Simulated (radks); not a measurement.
The numbers below are computed, except where a source is named.
Ionisation of the tin ion Sn2+, [Kr] 4d10 5s2, to Sn3+, [Kr] 4d10 5s1, under several functionals. Dirac Kohn-Sham, spin-unpolarised, spherical densities, point nucleus; a radial shooting solver on a logarithmic mesh with Libxc functionals.

\begin{tabular}{lrrrrrr}
functional & E(Sn2+) (hartree) & Exc (hartree) & IE (eV) & -e(HOMO) (eV) & <r> HOMO (bohr) & IE error (eV) \\ \hline
PBEsol & -6175.48220 & -161.99190 & 31.015 & 26.155 & 2.208 & +0.509 \\
XLYP & -6179.41443 & -165.96770 & 31.118 & 26.165 & 2.224 & +0.612 \\
PW91 & -6179.13935 & -165.70103 & 31.073 & 26.192 & 2.214 & +0.567 \\
Wu-Cohen GGA & -6177.48530 & -164.02391 & 31.045 & 26.196 & 2.205 & +0.539 \\
LDA (Slater exchange, VWN5 correlation) & -6172.89780 & -159.37169 & 31.448 & 26.527 & 2.204 & +0.942 \\
exchange-only B88 & -6176.38874 & -162.91114 & 30.157 & 25.249 & 2.231 & -0.349 \\
LDA (Slater exchange, Perdew-Zunger correlation) & -6172.87614 & -159.34969 & 31.449 & 26.528 & 2.205 & +0.943 \\
\end{tabular}

NIST Atomic Spectra Database: 30.506 eV (measured). Closest: exchange-only B88. The Delta-SCF values span 1.29 eV, the total energies 6.54 hartree. The highest occupied level is 5s1/2. Spin polarisation and multiplet splitting are left out, so open shells lie too high by an amount that depends on their filling.

Beside tabulated values, note that spin-unpolarised runs miss the spin-polarisation part of the exchange energy of open shells.
